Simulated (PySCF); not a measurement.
Trend along the halogens: MC cations

HF with triple-zeta basis sets in PySCF, for the lowest determinant that a PBE0 search found; no spin–orbit coupling. De refers to high-spin ground-configuration atoms (the charge goes to the atom of lower measured ionisation energy or higher electron affinity, which is not always the lowest computed limit). A positive dipole points towards C; it is taken about the centre of mass and depends on that origin.

| M | basis | reference | charged atom | state (unpaired electrons) | Re (Å) | ωe (cm⁻¹) | De (eV) | μ (D) |
| --- | --- | --- | --- | --- | --- | --- | --- | --- |
| F | def2-TZVPPD | RHF | C+ | singlet (closed shell) | 1.132 | 1973 | 5.45 | 1.23 |
| Cl | def2-TZVPPD | RHF | C+ | singlet (closed shell) | 1.518 | 1276 | 4.32 | 0.04 |
| Br | cc-pVTZ/cc-pVTZ-PP | RHF | C+ | singlet (closed shell) | 1.678 | 1041 | 3.60 | 0.75 |

The shortest bond is that of CF⁺ (1.132 Å), the longest that of CBr⁺ (1.678 Å). CF⁺ is bound most strongly (5.45 eV) and CBr⁺ least (3.60 eV).

The rows differ in basis set, which adds steps of its own.

Down a group the atoms grow and get heavier, so bonds lengthen and wavenumbers fall; this series shows no clear exception.

For an ion De counts to the pair picked by the measured ionisation energies or electron affinities, which need not be the lowest pair at this level. Where the molecule has an RHF reference, its open-shell atoms are computed with UHF. Hartree–Fock leaves out correlation, which carries a large part of most bond energies and some tenths to 1 eV of ionisation energies.
